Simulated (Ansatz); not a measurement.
Abstraction of Br: SnH3Br + AlHBr → SnH3 + AlHBr2

Species: SnH3Br `[Br][SnH3]`, singlet; AlHBr `[AlH][Br]`, doublet; SnH3 `[SnH3]`, doublet; AlHBr2 `[Br][AlH][Br]`, singlet. A radical takes Br: the energy is the difference in strength between the Sn–Br bond broken and the Al–Br bond made.

Shapes, held fixed at every level: PBE0-D4/def2-TZVP. Programs: Ansatz 0.2.0. The zero-point and thermal change to 298 K, harmonic and unscaled (PBE0-D4/def2-TZVP), is -0.7 kJ/mol.

```tsv
level	kind	ΔH(298 K) (kJ/mol)	less CCSD(T)/def2-TZVPP
MP2/def2-TZVPP	perturbation theory	-91.6	+0.6
HF/def2-SVP	Hartree–Fock	-91.6	+0.6
HF/def2-TZVPP	Hartree–Fock	-82.3	+9.9
PBE-D4/def2-TZVPP	GGA	-77.8	+14.4
wB97X-V/def2-TZVPP	range-separated hybrid	-85.5	+6.7
B2PLYP/def2-TZVPP	double hybrid	-87.5	+4.7
CCSD(T)/def2-SVP	coupled cluster or CI	-98.1	-5.9
CCSD(T)/def2-TZVPP	coupled cluster or CI	-92.2	0.0
```

The highest level, CCSD(T)/def2-TZVPP, gives ΔH(298 K) = -92.2 kJ/mol; the levels span -98.1 to -77.8. The column of differences is taken from that level and isn't an error. No measured value is set beside it here. Open shells run unrestricted. For atoms past krypton def2 sets carry core potentials with scalar relativity. Relativity is left out for Br. Outer-core shells of Br, Sn are correlated, in sets that cover them unevenly.
